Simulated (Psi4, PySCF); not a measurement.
H$_{3}$BF$_{2}$Si, singlet, at a GFN2-xTB geometry. Base run: HF/6-31G, TDHF (PySCF).

PySCF was given this input:
```python
from pyscf import gto, scf, tdscf

mol = gto.Mole()
mol.atom = '''
    B    -0.417166    0.232066   -0.273775
    F    -1.602421   -0.324010   -0.450364
    F    -0.345197    1.420404   -0.846791
    Si    1.079760   -0.608683    0.719866
    H     1.643655    0.298101    1.725531
    H     2.182323   -0.973533   -0.177590
    H     0.671769   -1.830882    1.417212
'''
mol.basis = '6-31g'
mol.charge = 0
mol.spin = 0
mol.verbose = 3
mol.build()

mf = scf.RHF(mol)
mf.kernel()
td = mf.TDHF()
td.nstates = 5
td.kernel()
td.analyze()
```

Programs used: Psi4, PySCF; a row that names a program was run with it.

Variants of this job, named by their change:

```csv
change,first excitation (eV),oscillator strength of the first,second (eV)
base,8.00,0.068,10.09
functional = m062x,6.99,0.044,8.34
states = triplets; response = Tamm-Dancoff,6.51,-,8.42
functional = wb97x,7.27,0.044,8.67
basis = 6-31+G*,7.80,0.064,9.74
nstates = 2,8.00,0.068,10.09
functional = bhandhlyp,7.38,0.048,8.70
code = psi4,8.00,0.068,10.09
functional = pbe0,7.03,0.039,7.87
nstates = 10,8.00,0.068,10.09
```

An iterative solver can miss low states, so a row lists the states that it found.
